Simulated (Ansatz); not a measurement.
Job for Ansatz (an electronic-structure program): R-CCSD(T)/aug-cc-pVDZ on CH4BrF (a complex), monomers drawn apart or pushed together. The run froze 16 orbitals, filled d shells among them.

Ansatz 0.2 input:
```yaml
crystal:
  periodic: [false, false, false]
  atoms:
    - {symbol: F, position_ang: [-0.03944370, -0.14847424, 0.64158482]}
    - {symbol: H, position_ang: [-0.06251873, -0.64868843, 1.43193789]}
    - {symbol: C, position_ang: [-0.24073506, 1.07359350, 3.60431492]}
    - {symbol: Br, position_ang: [-0.16252224, -0.89009760, 3.53852662]}
    - {symbol: H, position_ang: [-1.17918812, 1.33962394, 4.07654413]}
    - {symbol: H, position_ang: [-0.19097046, 1.42677570, 2.58076107]}
    - {symbol: H, position_ang: [0.60995228, 1.40714981, 4.18701440]}
basis:
  gaussian:
    orbitals: aug-cc-pVDZ
magnetization: {spin_polarized: false}
correlation: {method: ccsd_t, electrons: outside_noble_gas}
scf: {lower_state_search: off}
```

Program output:

```
WARN ansatz: RAYON_NUM_THREADS=1 ignored (pool sized by the plan → 1); use --threads N
Functional definition: HF
these checks for a lower state are left out or cut short: stability, starts, cluster_reference, orbital_swaps, neighbouring_geometries, increment
integrals: 0.21 GiB planned
1174 factors; integrals over basis functions are off by at most 1.1e-3 eV
mean field: 0.41 GiB planned
mean field evaluation 1: about -73796.4692 eV, gradient 2.9e1 eV
mean field evaluation 2: about -73796.5024 eV, gradient 3.0e1 eV
mean field evaluation 4: about -73798.3045 eV, gradient 2.3e0 eV
mean field evaluation 8: about -73798.3286 eV, gradient 1.5e-1 eV
mean field -73798.32871767 eV, -2712.0385580706 hartree, gradient 9.2e-7 eV, S^2 0.000000; 0 other end points of the search recorded, 0 dependent functions left out
16 core orbitals not correlated
reference -73798.32871767 eV, -2712.0385580706 hartree; 11, 11 occupied and 91, 91 virtual orbitals, 1174 factors
second order -13.81873833 eV of doubles, -0.00000000 eV of singles
coupled cluster: 0.58 GiB planned
cycle   1  -14.29766314 eV  change   -4.8e-1 eV  update   8.2e-2
cycle   2  -14.61017851 eV  change   -3.1e-1 eV  update   2.3e-2
cycle   3  -14.68350422 eV  change   -7.3e-2 eV  update   1.1e-2
cycle   4  -14.68166694 eV  change    1.8e-3 eV  update   2.2e-3
cycle   5  -14.68081564 eV  change    8.5e-4 eV  update   8.3e-4
cycle   6  -14.68098948 eV  change   -1.7e-4 eV  update   2.4e-4
cycle   7  -14.68100599 eV  change   -1.7e-5 eV  update   8.4e-5
cycle   8  -14.68099385 eV  change    1.2e-5 eV  update   2.6e-5
perturbative correction -0.38621697 eV, -0.0141932118 hartree
Total energy: -73813.39592849 eV, -2712.5922678553 hartree
Checks for a lower state left out: stability, starts, cluster_reference, orbital_swaps, neighbouring_geometries, increment
```

The calculation finished and met its thresholds.

Cost: very roughly 6 core-seconds.
